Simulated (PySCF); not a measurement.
Spin states of RbI

Unrestricted PBE0; Rb def2-TZVPP with ECP28, I def2-TZVPP with ECP28; scalar-relativistic core potentials (PySCF 2.14). Outer shells of the fragments: Rb 5s1; I 4d10 5s2 5p5.

Followed along the bond (rough minima from three points):

```csv
2Ms+1,unpaired,⟨S²⟩ at the start,R at minimum (Å),Te (eV)
1,none,0.00,3.23,0.00
3,"σ ↑, π ↑",2.00,none in the scan,≤ 3.46
```

Solutions found at the starting distance of 3.370 Å, counted from the lowest of them; the search is not exhaustive and high or unbound solutions are not listed, so other states can lie among these:

| 2Ms+1 | unpaired | term | E (eV) | ⟨S²⟩ | ⟨Lz²⟩ | μ (D) |
| --- | --- | --- | --- | --- | --- | --- |
| 1 | none | ¹Σ⁺ | 0.00 | 0.00 | 0.00 | -12.42 |
| 3 | σ ↑, π ↑ | ³Π | 3.56 | 2.00 | 1.01 | 2.23 |
| 1 | σ ↑, π ↓ | mixed | 3.57 | 1.00 | 1.01 | 2.48 |
| 3 | σ ↑↑ | ³Σ⁺ | 3.72 | 2.00 | 0.00 | 2.35 |
| 3 | π ↑↑ | mixed | 4.70 | 2.00 | 2.01 | 1.25 |
| 3 | π ↑↑ | mixed | 4.76 | 2.00 | 2.01 | 2.22 |
| 3 | σ ↑, π ↑ | ³Π | 4.98 | 2.00 | 1.00 | 2.12 |

A term symbol is given only where ⟨S²⟩ and ⟨Lz²⟩ are close to those of a pure state; real π, δ and φ orbitals otherwise mix terms. A positive dipole means Rb(−)I(+).

The measured ground state is X ¹Σ+ (Huber and Herzberg, Constants of Diatomic Molecules (1979)).

Spin–orbit coupling is left out. Counting both spins, an empty level lies below a filled one in some of these solutions, because spin and occupation are held.
